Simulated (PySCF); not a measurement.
This script is equivalent to a calculation on Li²⁺ (lithium, charge +2).

```python
from pyscf import gto, scf, dft, mp, cc
import basis_set_exchange as bse
mol = gto.M(atom="Li 0 0 0", charge=2, spin=1, symmetry="D2h",
            basis=gto.basis.parse(bse.get_basis("aug-cc-pVDZ-DK", elements=["Li"], fmt="nwchem", header=False)),
            nucmod="G")
mf = scf.UHF(mol).sfx2c1e()
mf.irrep_nelec = {'Ag': (1, 0)}
mf.kernel()
```

**Question.** What total energy does it give?

**Answer.** -4.44984 hartree (calculated).

**Question.** Which occupied shell lies highest, and where?

**Answer.** 1s α, at -121.09 eV.

**Question.** What is ⟨S²⟩, and what would a pure spin state give?

**Answer.** 0.750, against 0.75.
